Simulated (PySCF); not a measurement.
**Core-level binding energies of `CC(=O)[SiH3]`**

Compound: C2H6OSi.
Atom-mapped SMILES: `[CH3:1][C:2](=[O:3])[SiH3:4]`

Cartesian coordinates in Å at the PBE0-D3(BJ)/def2-SVP level; atoms count from 1:
```xyz
10
C2H6OSi angstrom
C     -1.4973   -0.0252    0.0924
C     -0.1873    0.6678   -0.1672
O     -0.1184    1.8399   -0.4592
Si     1.4947   -0.2967   -0.0210
H     -2.3224    0.7004    0.0615
H     -1.4741   -0.5397    1.0667
H     -1.6570   -0.8059   -0.6702
H      2.2002    0.2294    1.1849
H      1.3022   -1.7730    0.1278
H      2.2994   -0.0089   -1.2417
```

Method used: delta-SCF UKS SCAN, pcX-2 on the ionised atom, pcseg-1 elsewhere, spin-free X2C (PySCF). These are vertical core ionisation energies against the vacuum level, from separate self-consistent calculations with and without the core hole.

**Question.** Give the core binding energies atom by atom.

**Answer.** 
```
atom(s)                  bonded to     level  binding energy (eV)  2p1/2 (eV)  above the level's lowest (eV)  count
    Si4                  C and 3 H     Si 1s              1846.68           –                           0.00      1
     O3            C (double bond)      O 1s               537.89           –                           0.00      1
     C2  O (double bond), C and Si      C 1s               293.14           –                          +1.94      1
     C1                  C and 3 H      C 1s               291.20           –                           0.00      1
    Si4                  C and 3 H  Si 2p3/2               107.00      107.62                           0.00      1
```

The listed C 1s values span 1.94 eV, from C1 (bonded to C and 3 H) to C2 (bonded to O (double bond), C and Si). Summing the Pauling electronegativity differences to the bonded atoms, each weighted by its formal bond order, gives -1.05 for the lowest site and +1.13 for the highest.

**Question.** Which photon energy gives electrons from C 1s of C1 a kinetic energy of 20 eV, and what is their de Broglie wavelength?

**Answer.** hν = 291.20 + 20 = 311.20 eV, recoil neglected; λ = 12.264 Å/√(E/eV) = 2.74 Å.

**Question.** What is the longest wavelength that can ionise C 1s of C1 vertically?

**Answer.** λ = hc/E = 12398.42 eV Å / 291.20 eV = 42.577 Å.

Spin contamination (⟨S²⟩ against 0.75 for a pure doublet) is marked for C 1s of C2 (0.86), which makes this value less certain. Spin–orbit coupling isn't in the SCF: each 2p doublet comes from a relaxed spin-free hole plus a matrix of the shell (mean-field spin–orbit coupling and the ground-state 2p splitting), with 2p3/2 averaged over its two sublevels. 2p1/2 minus 2p3/2 (ligand field included): Si 0.62 eV. Geometry: PBE0-D3(BJ)/def2-SVP; no solvent, vibrations or thermal averaging.

Time: 55 s; peak memory 0.42 GiB. Hardware: an Intel Xeon at 2.50 GHz with one thread, on a shared host.
